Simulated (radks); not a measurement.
Task: The chlorine ion Cl2+, 15 electrons, occupied as [He] 2s2 2p4 3s2 3p5 (not the ground configuration). Method: non-relativistic Kohn-Sham, exchange-only r2SCAN, spin-unpolarised, spherical densities, point nucleus; meta-GGA in the generalised Kohn-Sham scheme; computed with a radial shooting solver on a logarithmic mesh with Libxc functionals. Some entries of the table are withheld. Estimate them.

orbital  occ.  eigenvalue (hartree)  <1/r> (bohr^-1)
1s          2             -105.2531            16.57
2s          2             -12.11440              (1)
2p          4                   (2)            3.362
3s          2                   (3)            1.051
3p          5              -1.38378           0.9583

Result: 
(1) 2s <1/r> (bohr^-1): 3.450
(2) 2p eigenvalue (hartree): -10.02154
(3) 3s eigenvalue (hartree): -1.93700
